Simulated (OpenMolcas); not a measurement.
An atom or ion with 65 electrons was computed by XMS-CASPT2, IPEA 0.25 Eh, imaginary shift 0.1 Eh with spin-orbit coupling (OpenMolcas, ANO-RCC-VTZP, DKH2). The lowest levels that the run gave, each within 12 % of the measured value where one is at hand:

```json
{"J": "15/2", "Parity": "odd", "E (cm-1)": "0.0", "g": "1.197"}
{"J": "13/2", "Parity": "odd", "E (cm-1)": "5570", "g": "1.107"}
{"J": "11/2", "Parity": "odd", "E (cm-1)": "8940", "g": "0.981"}
{"J": "9/2", "Parity": "odd", "E (cm-1)": "11250", "g": "0.811"}
{"J": "9/2", "Parity": "odd", "E (cm-1)": "14600", "g": "1.216"}
{"J": "3/2", "Parity": "odd", "E (cm-1)": "18020", "g": "1.778"}
{"J": "11/2", "Parity": "odd", "E (cm-1)": "18420", "g": "1.124"}
{"J": "7/2", "Parity": "odd", "E (cm-1)": "19390", "g": "1.215"}
{"J": "5/2", "Parity": "odd", "E (cm-1)": "21030", "g": "1.046"}
{"J": "3/2", "Parity": "odd", "E (cm-1)": "21380", "g": "0.658"}
{"J": "9/2", "Parity": "odd", "E (cm-1)": "22820", "g": "1.056"}
{"J": "11/2", "Parity": "odd", "E (cm-1)": "25360", "g": "1.220"}
```

Q: Which ion is it, and what are the configurations and terms?

A: Ho2+ (Z = 67, charge +2; active space 11 electrons in 7 orbitals (4f)). J, parity and g give the terms where levels are pure, and mixed ones are named by the computed weights; the size of the splittings, set against known spectra of the 65-electron sequence, gives the charge. In order, with the measured energies in cm-1 (Martin, Zalubas and Hagan, Atomic Energy Levels: The Rare-Earth Elements, NSRDS-NBS 60 (1978); whole-number values converted from NIST levels in rydberg listed in Nahar, Atoms 12, 24 (2024)): 4f11 4I* 15/2, 4f11 4I* 13/2 (5439), 4f11 4I* 11/2 (8644), 4f11 4I* 9/2 [71 %] (10770), 4f11 4F* 9/2 [68 %] (13330), 4f11 4S* 3/2, 4f11 2H* 11/2(1) [62 %] (16891), 4f11 4F* 7/2 (17867), 4f11 4F* 5/2 (19375), 4f11 4F* 3/2 [70 %], 4f11 2G* 9/2 [32 %], 4f11 4G* 11/2 [71 %].

CASPT2 breaks the degeneracy within a term, and the mean is taken; among the terms shown or strongly mixed into the levels shown the widest spread is 410 cm-1 (4f11 2H*(1)). High states are left out of the spin-orbit mixing, which shifts the levels that they would mix with. Some levels mix across a computed gap that differs much from the measured one, so their mixing is not that of the real levels. The CASPT2 spread within a term exceeds the gap to the next term for 4f11 2P* and 4f11 2D*(1), so the order of their levels is uncertain, and so are names and mixing where such terms share a J. Computed and measured levels are paired by configuration, term and J; levels that our copy of the source lacks, or whose pairing is in doubt (as where it misses far off the trend of its configuration), stay unpaired and out of the deviations. Only configurations of the active space appear.

A share in square brackets marks a mixed level and gives the weight of the term that names it. A number in round brackets counts repeated terms of one configuration in the order of the reference energies. * marks odd parity.
